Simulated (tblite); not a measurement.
C7H15N2 (charge +1).
Atom-mapped SMILES: `[CH3:1][N+:2]([CH3:3])([CH3:4])/[CH:5]=[CH:6]/[CH:7]=[CH:8]/[NH2:9]` (hydrogens: H10, H11, H12 on C1; H13, H14, H15 on C3; H16, H17, H18 on C4; H19 on C5; H20 on C6; H21 on C7; H22 on C8; H23, H24 on N9)

Computed geometry: GFN2-xTB, gas phase.

Problem. List the bond lengths, angles and torsions at this level.

Solution. 
```csv
bond,length (Å)
"C1–N2, N2–C3, N2–C4",1.476
N2–C5,1.467
C5=C6,1.341
C6–C7,1.420
C7=C8,1.356
C8–N9,1.339
C1–H10 and 8 like bonds,1.089
C5–H19,1.078
C6–H20,1.080
C7–H21,1.080
C8–H22,1.082
"N9–H23, N9–H24",1.005
```

Bonds in one row agree within 0.01 Å and their mean is given. A selection of angles:
```csv
angle,degrees
C1–N2–C3,109.1
C1–N2–C5,112.9
C3–N2–C5,108.4
N2–C5–C6,126.8
C5–C6–C7,123.1
C6–C7–C8,122.1
C7–C8–N9,124.8
H23–N9–C8,121.5
H24–N9–C8,120.2
```

Dihedral angles: C1–N2–C5–C6 -9° (synperiplanar); N2–C5–C6–C7 -179° (antiperiplanar); C5–C6–C7–C8 179° (antiperiplanar); C6–C7–C8–N9 180° (antiperiplanar). The mirror-image conformer, all signs reversed, is as good.

N2 (ammonium nitrogen) is tetrahedral (angles from 108.3° to 112.9°). C5 (vinylic carbon bearing nitrogen) is planar (angles 126.8°, 120.8° and 112.4°, sum 360.0°, 0.01 Å off the plane of its three neighbours). Of the pairs four or more bonds apart, C1···H20 is among the closest relative to their van der Waals radii: 2.56 Å, 88 % of the sum of Bondi's values. N9 (enamine nitrogen) is planar (angles 121.5°, 120.2° and 118.3°, sum 360.0°, 0.00 Å off the plane of its three neighbours). C8 (vinylic carbon bearing nitrogen) is planar (angles 124.8°, 120.0° and 115.2°, sum 360.0°, 0.00 Å off the plane of its three neighbours). The C–N distances run from 1.339 Å (C8–N9, drawn single) to 1.478 Å (N2–C3, drawn single), a spread of 0.139 Å. C6 (alkene CH carbon) is planar (angles 123.1°, 121.5° and 115.4°, sum 360.0°, 0.00 Å off the plane of its three neighbours).

Point group: near Cs, missed by 0.39 Å at most; the miss may be what the optimiser left on a soft mode. Its GFN2-xTB frequencies are all real (lowest 38 cm⁻¹). 2 starts were optimised and ended at 0.00 and 0.23 kcal/mol (GFN2-xTB); the lowest of these is shown.
